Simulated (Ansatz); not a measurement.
Basis sets compared for SiICl₃. The state is a singlet with charge 0. Geometry PBE-D4/def2-SVP. Ansatz on 2 threads of AMD EPYC 7R13 on a shared host; times are rough, and most runs start from earlier orbitals.

```xyz
5

Si   -0.016   -0.021   -0.059
I     0.573    0.787    2.166
Cl   -0.671   -1.969    0.049
Cl    1.627    0.061   -1.297
Cl   -1.512    1.142   -0.860
```

In the def2 sets I takes a core potential; there is no spin–orbit coupling.

Binding counts from free atoms (Si triplet, I doublet, Cl doublet) in the same basis, without a counterpoise term.

```csv
level,functions,energy (Eh),HOMO (eV),LUMO (eV),binding per atom (eV),wall time
PBE-D4/def2-SVP,98,-1966.7427,-6.99,-2.48,3.11,1.1 s
PBE-D4/def2-TZVP,198,-1967.3430,-7.10,-2.66,3.15,2.1 s
r2SCAN-D4/def2-TZVP (with forces),198,-1968.0604,-7.42,-2.40,3.12,6 s
PBE0-D4/def2-SVP,98,-1966.9100,-8.24,-1.67,3.04,1.8 s
PBE0-D4/def2-TZVP,198,-1967.5043,-8.28,-1.80,3.10,4.3 s
```

**Question.** Estimate the rows for PBE-D4/def2-TZVPD, r2SCAN-D4/def2-TZVPD, PBE0-D4/def2-TZVPD.

**Answer.** 
```csv
level,functions,energy (Eh),HOMO (eV),LUMO (eV),binding per atom (eV),wall time
PBE-D4/def2-TZVPD,240,-1967.3452,-7.14,-2.75,3.15,3.5 s
r2SCAN-D4/def2-TZVPD,240,-1968.0619,-7.44,-2.47,3.12,7.5 s
PBE0-D4/def2-TZVPD,240,-1967.5060,-8.31,-1.90,3.10,7 s
```
